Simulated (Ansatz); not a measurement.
`CSB(C)C` + HCl → `CB(C)Cl` + CH₃SH at 500 K and 1 bar (ligand exchange at a B–S bond).

Gas-phase electronic energies from Ansatz, PBE0-D4/def2-TZVP geometries. CCSD(T)/CBS adds triple-zeta CCSD(T) − MP2 to the extrapolated MP2 energy (def2 sets, frozen cores). This one scheme is used for every species. One conformer a species, not always the lowest.

```json
{"species": "`CSB(C)C`", "CCSD(T)/CBS energy (Eh)": "-542.19673", "H − E (kJ/mol)": "359.4", "S (J/(mol·K))": "443.7"}
{"species": "HCl", "CCSD(T)/CBS energy (Eh)": "-460.38127", "H − E (kJ/mol)": "32.5", "S (J/(mol·K))": "201.9"}
{"species": "`CB(C)Cl`", "CCSD(T)/CBS energy (Eh)": "-564.35192", "H − E (kJ/mol)": "245.2", "S (J/(mol·K))": "374.9"}
{"species": "CH₃SH", "CCSD(T)/CBS energy (Eh)": "-438.22835", "H − E (kJ/mol)": "145.1", "S (J/(mol·K))": "283.7"}
```

H − E and S are ideal-gas, rigid-rotor, harmonic terms from PBE0-D4/def2-TZVP, for one conformer and one mirror image of each species. 1 Eh = 2625.50 kJ/mol, R = 8.31446 J/(mol·K).

Task: By hand: ΔE, ΔH, ΔS and ΔG.

Result: ΔE = (-564.35192) + (-438.22835) − (-542.19673) − (-460.38127) = -0.00227 Eh = -6.0 kJ/mol. Δ(H − E) = 245.2 + 145.1 − 359.4 − 32.5 = -1.6, so ΔH = -7.6 kJ/mol. ΔS = 374.9 + 283.7 − 443.7 − 201.9 = 13.0 J/(mol·K). ΔG = -7.6 − 500 × (13.0)/1000 = -14.1 kJ/mol.

Task: By hand: the equilibrium constant, and the temperature at which ΔG would vanish if ΔH and ΔS stayed fixed.

Result: log₁₀ K = −ΔG/(RT ln 10) = 1.5. ΔH and −TΔS have one sign here, so there is no such temperature.

TΔS isn't small against ΔH here. A doubt of 5 kJ/mol in ΔE shifts log₁₀ K by 0.5 here. Other conformers and mirror images would add mixing entropy, several J/(mol·K) or more a flexible species. Modes under 60 cm⁻¹, often nearly free rotors, make the harmonic entropy too high. These are equilibria of isolated gas molecules and say nothing of rates. Largest T1 diagnostic: 0.012 (customary marks: 0.02 for closed shells, 0.045 for open ones).
